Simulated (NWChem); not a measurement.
System: C$_{2}$H$_{9}$NSi; SMILES CCN[SiH3]

```xyz
13

C      0.1743    -2.3536    -0.2294
C     -0.5054    -1.0666     0.2064
N      0.4083     0.0552     0.2336
Si    -0.0288     1.6971    -0.0954
H     -0.5399    -3.1909    -0.2600
H      0.9792    -2.6313     0.4712
H      0.6236    -2.2376    -1.2272
H     -1.3191    -0.8284    -0.5010
H     -1.0017    -1.2295     1.1857
H      1.2266    -0.1028     0.8128
H     -0.9308     2.3522     0.9142
H     -0.7439     1.7553    -1.4082
H      1.2368     2.4893    -0.1500
```
Atoms are numbered in this order, from 1.

Program: NWChem. Geometry: optimised at PBE0/def2-SVP. Hybrids' shares of exact exchange are those that their runs print; pure functionals count as 0. The functionals differ in more than this share.

```csv
row,share of exact exchange,orbital gap (eV)
PBE/def2-TZVP,0.00,5.07
TPSSh/def2-TZVP,0.10,6.26
B3LYP/def2-TZVP,0.20,6.78
PBE0/def2-TZVP,0.25,7.25
PW6B95/def2-TZVP,0.28,7.35
Hartree-Fock/def2-TZVP,1.00,withheld
```

Problem. Fit a straight line of the last column on the one before it, predict the withheld value, and compare with the run.

Solution. 
1. Means of the 5 shown rows: x = 0.166, y = 6.542. Slope Σ(x − x̄)(y − ȳ)/Σ(x − x̄)² = 0.4226/0.05312 = 7.956; intercept 5.221.
2. The shown rows scatter about the line by 0.137 (root mean square); the largest residual is +0.24, at TPSSh/def2-TZVP.
3. At x = 1.00 (Hartree-Fock/def2-TZVP; beyond the shown range) the line gives 13.18.
4. The run gives 13.36, +0.18 from the line, 1.3 times the scatter.
